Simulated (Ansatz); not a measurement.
# Worked example: C2H3Br + CH2ClI → C2H3I + CH2BrCl

Species: C2H3Br (vinyl bromide) `C=CBr`, singlet; CH2ClI `ClCI`, singlet; C2H3I (vinyl iodide) `C=CI`, singlet; CH2BrCl (bromochloromethane) `ClCBr`, singlet. The partners trade Br for I; both sit on C, so the bond types are kept.

Shapes, held fixed at every level: PBE0-D4/def2-TZVP. Programs: Ansatz 0.2.0. The zero-point and thermal change to 298 K, harmonic and unscaled (PBE0-D4/def2-TZVP), is +0.1 kJ/mol.

At CCSD(T)/def2-TZVPP; 1 Eh = 2625.50 kJ/mol:

| species | energy (Eh) |
| --- | --- |
| C2H3Br | -2650.549247 |
| CH2ClI | -796.094860 |
| C2H3I | -374.980574 |
| CH2BrCl | -3071.663206 |

Q: Work out ΔH(298 K) of the reaction at this level.

A: 
1. Products less reactants: (-374.980574) + (-3071.663206) − [(-2650.549247) + (-796.094860)] = 0.000327 Eh = +0.9 kJ/mol.
2. With the thermal change: +0.9 + (+0.1) = +1.0 kJ/mol.

Other levels give +0.9 (HF/def2-TZVPP) to +3.2 kJ/mol (SPW92/def2-TZVPP). No measured value is set beside it here. For atoms past krypton def2 sets carry core potentials with scalar relativity. Relativity is left out for Br. Outer-core shells of Br, I are correlated in most correlated rows, in sets that cover them unevenly. That is about zero within the method's error.
